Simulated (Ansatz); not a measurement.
Gas-phase reaction R1 + R2 → P1, each structure at its B3LYP-D3(BJ)/def2-TZVP stationary point, reached from a drawn start (curvature not checked).
R1: OH (SMILES [OH]), charge 0, multiplicity 2.
R2: S atom, charge 0, multiplicity 3.
P1: HOS (SMILES [O]S), charge 0, multiplicity 2.

P less R. No zero-point or thermal terms; open shells are unrestricted; no spin–orbit coupling.

Frozen-core correlation throughout.

The values were computed with Ansatz (Gaussian basis) for Hartree–Fock, density functionals and correlated methods. No computed number here is a measurement.

The comparison value is -317.4 kJ/mol (CCSD(T)/aug-cc-pV(T+d)Z). It is a level with limits of its own, not the exact answer.

**Question.** Order these levels by how close they come to the comparison value for the reaction energy, closest first: BHLYP/def2-TZVPPD, B97M-V/def2-TZVPPD, SVWN5/def2-TZVPPD, BLYP/def2-TZVPPD, PBE0/def2-TZVPPD. Give each level's value less the comparison value.

**Answer.** PBE0/def2-TZVPPD (-27.4 kJ/mol), BHLYP/def2-TZVPPD (28.2 kJ/mol), B97M-V/def2-TZVPPD (-34.1 kJ/mol), BLYP/def2-TZVPPD (-40.3 kJ/mol), SVWN5/def2-TZVPPD (-159.1 kJ/mol)

Ansatz is a quantum-chemistry and plane-wave program.
